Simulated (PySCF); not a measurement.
## Relaxation of singlet SeS₂

All numbers come from PySCF, PBE0, basis Se def2-TZVP, S def2-TZVP (no relativity, density fitting). A (50,194) grid was used.

A start displaced from a saddle point along its imaginary mode, of C2v symmetry, held to at least that symmetry:

```xyz
3
charge 0 multiplicity 1, angstrom
Se    0.0000    0.0960    0.0000
S     0.0000   -0.1200    2.1535
S     0.0000   -0.1200   -2.1535
```

Question: What forces act on the atoms at the start (eV/Å)?

Answer: 
```json
{"atom": "Se1", "Fx": "0.00", "Fy": "2.90", "Fz": "0.00"}
{"atom": "S2", "Fx": "0.00", "Fy": "-1.45", "Fz": "-1.09"}
{"atom": "S3", "Fx": "0.00", "Fy": "-1.45", "Fz": "1.09"}
```

Question: What does it relax to?

Answer: It ends at C2v with Se–S 2.044 Å (×2); S–Se–S 115.4°. A frequency run shows a minimum. Other isomers or separated fragments may lie lower.

Question: How much energy is released, and in how many steps?

Answer: 217.8 kJ/mol in 6 steps.

The relaxation took of the order of 40 core-seconds on a shared host.
